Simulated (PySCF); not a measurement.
## Ionising SnF

UHF-SCS-MP2; Sn def2-TZVPPD with ECP28, F def2-TZVPPD; scalar-relativistic core potentials (PySCF 2.14). Neutral (UHF): doublet (π ↑), Re = 1.954 Å, ωe = 572 cm⁻¹, De = 4.95 eV.

SnF⁺ (RHF): singlet (closed shell), Re = 1.877 Å, ωe = 691 cm⁻¹, De = 5.19 eV to Sn⁺ + F. The energies at the minima are -313.36727 hartree for SnF and -313.11365 for SnF⁺.

(1) Work out the adiabatic ionisation energy, without and with harmonic zero-point energies (1 hartree = 27.2114 eV, 1 eV = 8065.5 cm⁻¹), and the change of the bond length.

SnF⁻ (UHF): triplet (π ↑↑), Re = 2.053 Å, ωe = 439 cm⁻¹, De = 2.60 eV to Sn + F⁻. The energies at the minima are -313.36727 hartree for SnF and -313.40536 for SnF⁻.

(2) Work out the adiabatic electron affinity, without and with harmonic zero-point energies (1 hartree = 27.2114 eV, 1 eV = 8065.5 cm⁻¹), and the change of the bond length.

Correlated steps freeze 5 core orbitals. These are scalar-relativistic numbers at best; spin–orbit coupling would shift them, the dissociation energy most. For an ion De counts to the pair picked by the measured ionisation energies or electron affinities, which need not be the lowest pair at this level. Where the molecule has an RHF reference, its open-shell atoms are computed with UHF. States were picked by a PBE0 search and need not be the measured ground states.

Neutral and ion stand on different kinds of reference determinant, which adds to the error of the difference.

Answers

(1) At SCS-MP2: 0.25362 hartree = 6.901 eV between the minima; the zero-point term (691.0 − 572.0)/2 cm⁻¹ = +0.007 eV makes it 6.909 eV. Re changes by -7.7 pm against the neutral. The electron leaves a π orbital, and the shorter bond of the ion fits an antibonding orbital, or a change in how ionic the bond is.

(2) At UHF-SCS-MP2: 0.03809 hartree = 1.036 eV between the minima; the zero-point term (572.0 − 439.0)/2 cm⁻¹ = +0.008 eV makes it 1.045 eV. Re changes by +9.9 pm against the neutral. The electron enters a π orbital, and the longer bond of the ion fits an antibonding orbital, or a change in how ionic the bond is.
